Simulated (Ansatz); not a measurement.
Sn₄H₈, 12 atoms. Hardware: 4 threads of Arm Neoverse V2 on a shared host.

In the def2 sets Sn takes a core potential; there is no spin–orbit coupling. Correlated methods freeze 16 core orbitals; core or outer-core shells of Sn are correlated, in sets that lack core-valence functions.

How many basis functions does each of these Ansatz runs have, and roughly what does it cost? r2SCAN-D4/def2-TZVP, charge 0 singlet, energy, from earlier orbitals; CCSD(T)/def2-SVP, charge 0 singlet, energy, from earlier orbitals; HF/STO-3G, charge 0 singlet, energy; PBE-D4/def2-TZVP, charge 0 singlet, energy and forces, from earlier orbitals; PBE-D4/def2-SVP, charge 0 singlet, relaxation, 38 steps; PBE-D4/def2-SVP, charge 0 singlet, energy, from earlier orbitals; r2SCAN0-D4/def2-TZVP, charge 0 singlet, energy, from earlier orbitals; MP2/def2-TZVP, charge 0 singlet, energy, from earlier orbitals; PBE0-D4/def2-TZVP, charge 0 singlet, energy, from earlier orbitals; LC-ωPBE/def2-TZVP, charge 0 singlet, energy, from earlier orbitals; PBE0-D4/def2-SVP, charge 0 singlet, energy, from earlier orbitals; ωB97M-V/def2-TZVP, charge 0 singlet, energy, from earlier orbitals.

Other jobs shared the machine, so times can vary by a factor of up to 3. A dash marks memory too small to be measured apart from the calling script's.

| run | functions | fitting or Cholesky vectors | wall time | peak host memory (GiB) |
| --- | --- | --- | --- | --- |
| PBE-D4/def2-SVP, charge 0 singlet, energy, from earlier orbitals | 144 | 1628 | 1.5 s | – |
| HF/STO-3G, charge 0 singlet, energy | 116 | 1555 | 2.2 s | 0.59 |
| PBE0-D4/def2-SVP, charge 0 singlet, energy, from earlier orbitals | 144 | 1776 | 2.7 s | – |
| PBE-D4/def2-TZVP, charge 0 singlet, energy and forces, from earlier orbitals | 248 | 1904 | 3.7 s | – |
| LC-ωPBE/def2-TZVP, charge 0 singlet, energy, from earlier orbitals | 248 | 1904 | 4 s | 0.69 |
| r2SCAN-D4/def2-TZVP, charge 0 singlet, energy, from earlier orbitals | 248 | 1904 | 6 s | – |
| PBE0-D4/def2-TZVP, charge 0 singlet, energy, from earlier orbitals | 248 | 2196 | 6.5 s | 1.1 |
| MP2/def2-TZVP, charge 0 singlet, energy, from earlier orbitals | 248 | 2316 | 6.5 s | 0.93 |
| r2SCAN0-D4/def2-TZVP, charge 0 singlet, energy, from earlier orbitals | 248 | 2196 | 8.5 s | 1.1 |
| ωB97M-V/def2-TZVP, charge 0 singlet, energy, from earlier orbitals | 248 | 2080 | 17 s | 1.4 |
| PBE-D4/def2-SVP, charge 0 singlet, relaxation, 38 steps | 144 | 1628 | 49 s | – |
| CCSD(T)/def2-SVP, charge 0 singlet, energy, from earlier orbitals | 144 | 1776 | 49 s | 1.5 |
